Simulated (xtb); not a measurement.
Input for xtb: GFN2-xTB on C2H7BO (SMILES CBOC), a point of a torsion scan.

```
$ xtb mol.xyz --gfn 2 --opt vtight --chrg 0 --uhf 0 --input xcontrol
11

C     -1.36865897     0.34629422     0.19802256
B     -0.55033524    -0.98495900    -0.10136470
O     -0.56769829    -2.11954237     0.78709576
C     -0.86800025    -1.82385171     2.09810983
H     -1.01649980     0.78196278     1.16698008
H     -2.45355940     0.10285536     0.26532985
H     -1.22852919     1.08123551    -0.62854982
H      0.26305697    -0.95868764    -0.97095711
H     -1.59005299    -2.58708565     2.47159297
H     -1.31177781    -0.83194395     2.25805425
H      0.01649606    -1.88798086     2.76919467
$constrain
  force constant=1.0
  dihedral: 5,1,2,3,60.0
$end
```

The log:

```
[...]
           -------------------------------------------------
          |                Calculation Setup                |
           -------------------------------------------------



           -------------------------------------------------
          |                 G F N 2 - x T B                 |
           -------------------------------------------------

        Reference                      10.1021/acs.jctc.8b01176
      * Hamiltonian:
        H0-scaling (s, p, d)           1.850000    2.230000    2.230000
        zeta-weighting                 0.500000
      * Dispersion:
        s8                             2.700000
        a1                             0.520000
        a2                             5.000000
        s9                             5.000000
      * Repulsion:
        kExp                           1.500000    1.000000
        rExp                           1.000000
      * Coulomb:
        alpha                          2.000000
        third order                    shell-resolved
        anisotropic                    true
        a3                             3.000000
        a5                             4.000000
        cn-shift                       1.200000
        cn-exp                         4.000000
        max-rad                        5.000000


          ...................................................
          :                      SETUP                      :
          :.................................................:
          :  # basis functions                  23          :
          :  # atomic orbitals                  23          :
          :  # shells                           15          :
          :  # electrons                        24          :
          :  max. iterations                   250          :
          :  Hamiltonian                  GFN2-xTB          :
          :  restarted?                      false          :
          :  GBSA solvation                  false          :
          :  PC potential                    false          :
          :  electronic temp.          300.0000000     K    :
          :  accuracy                    1.0000000          :
          :  -> integral cutoff          0.2500000E+02      :
          :  -> integral neglect         0.1000000E-07      :
          :  -> SCF convergence          0.1000000E-05 Eh   :
          :  -> wf. convergence          0.1000000E-03 e    :
          :  Broyden damping             0.4000000          :
          :  net charge                          0          :
          :  unpaired electrons                  0          :
          ...................................................

 iter      E             dE          RMSdq      gap      omega  full diag
   1    -13.0757737 -0.130758E+02  0.691E+00    6.62       0.0  T
   2    -13.2453195 -0.169546E+00  0.462E+00    3.81       1.0  T
   3    -13.2614675 -0.161480E-01  0.253E+00    5.16       1.0  T
   4    -13.2733726 -0.119051E-01  0.811E-01    4.47       1.0  T
   5    -13.2810076 -0.763494E-02  0.303E-01    4.89       1.0  T
   6    -13.2814721 -0.464500E-03  0.714E-02    4.81       1.0  T
   7    -13.2814801 -0.806154E-05  0.187E-02    4.79       1.6  T
   8    -13.2814823 -0.212007E-05  0.673E-03    4.80       4.5  T
   9    -13.2814824 -0.125016E-06  0.261E-03    4.80      11.5  T
  10    -13.2814824 -0.154430E-07  0.177E-03    4.80      17.1  T
  11    -13.2814824 -0.291920E-07  0.209E-04    4.80     144.1  T
  12    -13.2814824 -0.282117E-09  0.110E-04    4.80     275.0  T

   *** convergence criteria satisfied after 12 iterations ***

         #    Occupation            Energy/Eh            Energy/eV
      -------------------------------------------------------------
         1        2.0000           -0.6862322             -18.6733
       ...           ...                  ...                  ...
         6        2.0000           -0.5294847             -14.4080
         7        2.0000           -0.4878914             -13.2762
         8        2.0000           -0.4723588             -12.8535
         9        2.0000           -0.4546475             -12.3716
        10        2.0000           -0.4402742             -11.9805
        11        2.0000           -0.4307355             -11.7209
        12        2.0000           -0.4008429             -10.9075 (HOMO)
        13                         -0.2245428              -6.1101 (LUMO)
        14                          0.0873292               2.3763
        15                          0.0971450               2.6435
        16                          0.1436045               3.9077
        17                          0.1481367               4.0310
       ...                                ...                  ...
        23                          0.3676600              10.0045
      -------------------------------------------------------------
                  HL-Gap            0.1763001 Eh            4.7974 eV
             Fermi-
[...]
::
         ::                     SUMMARY                     ::
         :::::::::::::::::::::::::::::::::::::::::::::::::::::
         :: total energy             -13.180927592191 Eh    ::
         :: gradient norm              0.000121953922 Eh/a0 ::
         :: HOMO-LUMO gap              5.776374533263 eV    ::
         ::.................................................::
         :: SCC energy               -13.329069705949 Eh    ::
         :: -> isotropic ES            0.038605532472 Eh    ::
         :: -> anisotropic ES          0.005281487983 Eh    ::
         :: -> anisotropic XC          0.003124304383 Eh    ::
         :: -> dispersion             -0.004286311723 Eh    ::
         :: repulsion energy           0.148142112610 Eh    ::
         :: add. restraining           0.000000001148 Eh    ::
         :: total charge              -0.000000000000 e     ::
         :::::::::::::::::::::::::::::::::::::::::::::::::::::

           -------------------------------------------------
          |                Property Printout                |
           -------------------------------------------------

    * Orbital Energies and Occupations

         #    Occupation            Energy/Eh            Energy/eV
      -------------------------------------------------------------
         1        2.0000           -0.6929411             -18.8559
         2        2.0000           -0.6279485             -17.0873
         3        2.0000           -0.5755308             -15.6610
         4        2.0000           -0.5565750             -15.1452
         5        2.0000           -0.5399628             -14.6931
         6        2.0000           -0.5373471             -14.6220
         7        2.0000           -0.4749638             -12.9244
         8        2.0000           -0.4629559             -12.5977
         9        2.0000           -0.4580488             -12.4641
        10        2.0000           -0.4390840             -11.9481
        11        2.0000           -0.4383321             -11.9276
        12        2.0000           -0.3952047             -10.7541 (HOMO)
        13                         -0.1829268              -4.9777 (LUMO)
        14                          0.0625411               1.7018
        15                          0.1277058               3.4751
        16                          0.1658807               4.5138
        17                          0.1898791               5.1669
        18                          0.1970008               5.3607
        19                          0.2239324               6.0935
        20                          0.2303399               6.2679
        21                          0.2535617               6.8998
        22                          0.4171157              11.3503
        23                          0.5558974              15.1267
      -------------------------------------------------------------
                  HL-Gap            0.2122779 Eh            5.7764 eV
             Fermi-level           -0.2890658 Eh           -7.8659 eV

     #   Z          covCN         q      C6AA      α(0)
     1   6 C        3.671    -0.196    24.637     7.115
     2   5 B        2.636     0.318    17.051     6.971
     3   8 O        1.639    -0.294    18.910     5.870
     4   6 C        3.637     0.027    20.483     6.511
     5   1 H        0.925     0.032     2.559     2.502
     6   1 H        0.925     0.032     2.560     2.502
     7   1 H        0.925     0.027     2.631     2.537
     8   1 H        0.937    -0.095     5.390     3.630
     9   1 H        0.924     0.052     2.300     2.372
    10   1 H        0.924     0.045     2.381     2.413
    11   1 H        0.924     0.052     2.297     2.370

 Mol. C6AA /au·bohr⁶  :        875.638601
 Mol. C8AA /au·bohr⁸  :      18745.673099
 Mol. α(0) /au        :         44.791619


Wiberg/Mayer (AO) data.
largest (>0.10) Wiberg bond orders for each atom

 ---------------------------------------------------------------------------
     #   Z sym  total        # sym  WBO       # sym  WBO       # sym  WBO
 ---------------------------------------------------------------------------
     1   6 C    3.973 --     2 B    1.004     7 H    0.990     6 H    0.972
                             5 H    0.971
     2   5 B    3.344 --     3 O    1.314     1 C    1.004     8 H    0.951
     3   8 O    2.363 --     2 B    1.314     4 C    0.982
     4   6 C    3.949 --     3 O    0.982    10 H    0.978    11 H    0.977
                             9 H    0.977
     5   1 H    0.999 --     1 C    0.971
     6   1 H    0.999 --     1 C    0.972
     7   1 H    0.999 --     1 C    0.990
     8   1 H    0.991 --     2 B    0.951
     9   1 H    0.997 --     4 C    0.977
    10   1 H    0.998 --     4 C    0.978
    11   1 H    0.997 --     4 C    0.977
 ---------------------------------------------------------------------------

Topologies differ in total number of bonds
Writing topology from bond orders to xtbtopo.mol

molecular dipole:
                 x           y           z       tot (Debye)
 q only:       -0.223       0.021       0.483
   full:       -0.367       0.103       0.699       2.025
molecular quadrupole (traceless):
                xx          xy          yy          xz          yz          zz
 q only:       -0.576       1.783      -2.166      -1.554      -2.415       2.743
  q+dip:        0.162       1.710      -2.281      -1.844      -2.445       2.119
   full:        0.379       2.435      -2.643      -1.514      -2.520       2.264

           -------------------------------------------------
          |                Geometry Summary                 |
           -------------------------------------------------

      molecular mass/u    :       57.8874900
   center of mass at/Å    :       -0.7710225      -1.0723175       0.8442646
  moments of inertia/u·Å² :        0.3086304E+02   0.9443240E+02   0.1190332E+03
rotational constants/cm⁻¹ :        0.5462078E+00   0.1785153E+00   0.1416213E+00

 * 10 selected distances

     #   Z          #   Z                                           value/Å
     1   6 C        2   5 B                                       1.5952319 (max)
     2   5 B        3   8 O                                       1.3275584
     3   8 O        4   6 C                                       1.4057879
     1   6 C        5   1 H                                       1.0895427
     1   6 C        6   1 H                                       1.0895507
     1   6 C        7   1 H                                       1.0855634 (min)
     2   5 B        8   1 H                                       1.1753462
Note: The following floating-point exceptions are signalling: IEEE_UNDERFLOW_FLAG IEEE_DENORMAL
normal termination of xtb
     4   6 C        9   1 H                                       1.0927361
     4   6 C       10   1 H                                       1.0914776
     4   6 C       11   1 H                                       1.0926364

 * 5 distinct bonds (by element types)

   Z      Z             #   av. dist./Å        max./Å        min./Å
   1 H    5 B           1     1.1753462     1.1753462     1.1753462
   1 H    6 C           6     1.0902511     1.0927361     1.0855634
   5 B    6 C           1     1.5952319     1.5952319     1.5952319
   5 B    8 O           1     1.3275584     1.3275584     1.3275584
   6 C    8 O           1     1.4057879     1.4057879     1.4057879


optimized geometry written to: xtbopt.xyz


           -------------------------------------------------
          | TOTAL ENERGY              -13.180927592191 Eh   |
          | GRADIENT NORM               0.000121953922 Eh/α |
          | HOMO-LUMO GAP               5.776374533263 eV   |
           -------------------------------------------------

------------------------------------------------------------------------
------------------------------------------------------------------------
 total:
 SCF:
 ANC optimizer:
```

The run finished.

Warnings raised: the energy holds the restraint's term.

Cost: very roughly 0.13 core-seconds.
